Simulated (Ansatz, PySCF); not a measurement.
Process, species as SMILES: C[Si](C)(C)O → C[Si](C)C + [OH] (HO) (the O-Si bond at the site shown breaks; other sites are not compared here)
Geometries: B3LYP-D3(BJ)/def2-TZVP minima from Ansatz (a first-principles code), one conformer each, not searched for the lowest. Frequencies are from Ansatz or PySCF.

Quantity: bond dissociation energy (enthalpy at 298 K, with B3LYP-D3(BJ) rigid-rotor harmonic-oscillator terms), in kJ/mol. Cores are frozen in the correlated levels unless marked. Open shells are spin-unrestricted. Spin-orbit coupling is left out. Non-relativistic. Basis-set limits of correlation are two-point, X^-3; Hartree-Fock from the larger set.

```tsv
level	program	bond dissociation energy (kJ/mol)
HF/aug-cc-pV(T+d)Z	Ansatz	404.7
B97M-V/def2-TZVPD	Ansatz	536.4
```

Problem. What does CCSD(T)/CBS(cc-pV(T+d)Z,cc-pV(Q+d)Z) (Ansatz) give?

Solution. 554.3 kJ/mol
